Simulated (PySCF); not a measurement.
Se(Cl)(NH2) (ClH₂NSe), SMILES Cl[Se]N.

Coordinates come from a B3LYP-D3(BJ)/def2-TZVP optimisation. One conformer was computed; it need not be the lowest.

All values below come from TDA-B3LYP/def2-SVPD (PySCF).

Vertical excitations. Gas-phase values at a fixed geometry. State labels are in the subgroup Cs.

```
state  symmetry  energy (eV)  λ (nm)      f                                              main pairs
-----  --------  -----------  ------  -----  ------------------------------------------------------
S1           A"         3.10     400  0.001                                          HOMO→LUMO 99 %
S2           A"         4.71     263  0.001                                        HOMO→LUMO+1 98 %
S3           A'         5.10     243  0.016                      HOMO−1→LUMO 67 %, HOMO−2→LUMO 31 %
S4           A"         5.66     219  0.001                                        HOMO−3→LUMO 98 %
S5           A"         5.90     210  0.016                                        HOMO→LUMO+2 98 %
S6           A'         5.98     207  0.103  HOMO−2→LUMO 51 %, HOMO−1→LUMO 21 %, HOMO−1→LUMO+1 18 %
S7           A'         6.49     191  0.073                  HOMO−1→LUMO+1 68 %, HOMO−2→LUMO+1 20 %
S8           A"         6.78     183  0.043                                        HOMO→LUMO+3 98 %
S9           A'         6.81     182  0.051                                        HOMO→LUMO+4 97 %
S10          A"         7.17     173  0.001                                        HOMO→LUMO+5 97 %
T1           A"         2.35     528      0                                          HOMO→LUMO 99 %
T2           A"         4.06     305      0                                        HOMO→LUMO+1 94 %
T3           A'         4.26     291      0                                        HOMO−1→LUMO 98 %
T4           A'         4.64     267      0                                        HOMO−2→LUMO 98 %
```
Triplets are in the Tamm–Dancoff approximation.
